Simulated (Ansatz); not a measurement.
Isolated molecules relaxed with PBE0-D4/def2-TZVP in Ansatz; ΔE leaves out vibrations. CCSD(T)/CBS adds triple-zeta CCSD(T) − MP2 to the extrapolated MP2 energy (def2 sets, frozen cores). Functionals use def2-TZVPP. B3LYP here is the variant with VWN-RPA as its local correlation; programs differ in this. Each species was taken in one conformer, which may not be the lowest.

`F[CH]([AlH2])[SiH2][SiH3]` + `SBS` → `[AlH2][S]BS` + `FC[SiH2][SiH3]`  (ligand exchange at the Al–C bond)

Problem. Is it downhill or uphill in electronic energy at CCSD(T)/CBS, and by how much? (An estimate is asked.)

Solution. Computed: Downhill: ΔE = -1.20 eV.

Problem. What do these levels give: r2SCAN-D4, B3LYP-D4, ωB97X-V, r2SCAN, PBE0, CCSD/CBS(def2)? (Best estimate.)

Solution. Computed: r2SCAN-D4 -1.17, B3LYP-D4 -1.16, ωB97X-V -1.15, r2SCAN -1.18, PBE0 -1.19, CCSD/CBS(def2) -1.20 eV.

Largest T1 diagnostic among the species: 0.014.

In def2-TZVPP, CCSD(T) changes the Hartree–Fock value by +0.10 eV (the triples alone add +0.00 eV) and MP2 by +0.05 eV. From PBE to PBE0 (25 % exact exchange), in def2-TZVPP and without D4, ΔE moves by −0.05 eV.
